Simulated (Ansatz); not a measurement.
Complex (SMILES): [H][H] (H2) with [SiH3][SiH3] (Si2H6), atoms 1 to 2 the first; geometry from B3LYP-D3(BJ)/def2-TZVP, monomers rigid:
```xyz
10

H      0.3397     0.0222     0.2902
H      0.6122     0.2666    -0.3576
Si     0.3200    -3.2284    -1.0917
Si     1.0226    -2.2141    -3.0850
H      0.1535    -4.6882    -1.2985
H      1.3218    -3.0132    -0.0199
H     -0.9775    -2.6616    -0.6511
H      1.2073    -0.7551    -2.8941
H      2.3113    -2.7989    -3.5296
H      0.0137    -2.4266    -4.1514
```

How fast the counterpoise-corrected interaction energy converges with the basis for several methods (Ansatz, a program for electronic structure): deviation from each method's own reference, in kcal/mol. References: CCSD(T) -0.51 kcal/mol, Hartree-Fock in aug-cc-pV(Q+d)Z plus the correlation part extrapolated as X^-3 from aug-cc-pV(T+d)Z and aug-cc-pV(Q+d)Z; HF 0.40 kcal/mol, the value in aug-pcseg-3; MP2 -0.45 kcal/mol, Hartree-Fock in aug-cc-pV(Q+d)Z plus the correlation part extrapolated as X^-3 from aug-cc-pV(T+d)Z and aug-cc-pV(Q+d)Z; PBE -0.20 kcal/mol, the value in aug-pcseg-3; PBE0 -0.15 kcal/mol, the value in aug-pcseg-3. Cartesian d functions, on some or all atoms, in 6-31+G*, 6-31G**, 6-311+G**; all else is spherical. In correlated methods cores are frozen. No added dispersion term, no relativity. 

```tsv
basis	functions	CCSD(T)	HF	MP2	PBE	PBE0
pcseg-0	42	0.78	0.03	0.70	0.00	?
def2-SV(P)	52	0.75	0.01	0.68	-0.02	?
6-31+G*	62	0.79	0.08	0.73	0.15	?
6-31G**	78	0.66	0.04	0.60	0.12	?
cc-pV(D+d)Z	86	0.52	-0.01	0.46	-0.03	?
6-311+G**	110	0.53	0.04	0.48	0.06	?
def2-SVPD	112	0.22	0.00	0.21	-0.08	?
aug-pcseg-1	126	0.35	0.02	0.33	-0.04	?
aug-cc-pV(D+d)Z	136	0.17	0.00	0.17	-0.06	?
def2-TZVPPD	232	0.15	0.01	0.14	0.00	?
6-311++G(3df,3pd)	238	0.14	0.01	0.13	0.01	?
cc-pV(Q+d)Z	368	0.11	0.00	0.10	0.00	?
```

Complete the blanks.


- pcseg-0, PBE0: -0.09
- def2-SV(P), PBE0: -0.03
- 6-31+G*, PBE0: 0.12
- 6-31G**, PBE0: 0.08
- cc-pV(D+d)Z, PBE0: -0.03
- 6-311+G**, PBE0: 0.05
- def2-SVPD, PBE0: -0.06
- aug-pcseg-1, PBE0: 0.00
- aug-cc-pV(D+d)Z, PBE0: -0.04
- def2-TZVPPD, PBE0: 0.01
- 6-311++G(3df,3pd), PBE0: 0.01
- cc-pV(Q+d)Z, PBE0: 0.00

Mean absolute deviation over 6-311+G**, def2-TZVPPD, 6-311++G(3df,3pd): HF 0.02, PBE0 0.02, PBE 0.02, MP2 0.25, CCSD(T) 0.27 kcal/mol.
